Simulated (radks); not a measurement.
Results of a calculation; reference values are marked as such.
Initial-state core-level shifts of the argon ion Ar+ when its valence configuration changes from [Ne] 3s2 3p5. Level of theory: Dirac Kohn-Sham, BLYP, spin-unpolarised, spherical densities, finite nucleus; open shells are shared between the two j in proportion to 2j + 1; Fermi nuclear charge, rms radius 3.4274 fm (a radial shooting solver on a logarithmic mesh with Libxc functionals). Shifts are changes of the shell-averaged eigenvalues in eV (positive: less bound); the change of the density at the nucleus, which sets a Mossbauer isomer shift, is in e/bohr^3, on a base of 4341.

| valence | 1s | 2s | 2p | density at nucleus |
|---|---|---|---|---|
| 3s1 3p6 | -1.203 | -1.223 | -1.196 | -18.2040 |
| 3s1.5 3p5.5 | -0.609 | -0.618 | -0.605 | -9.0492 |
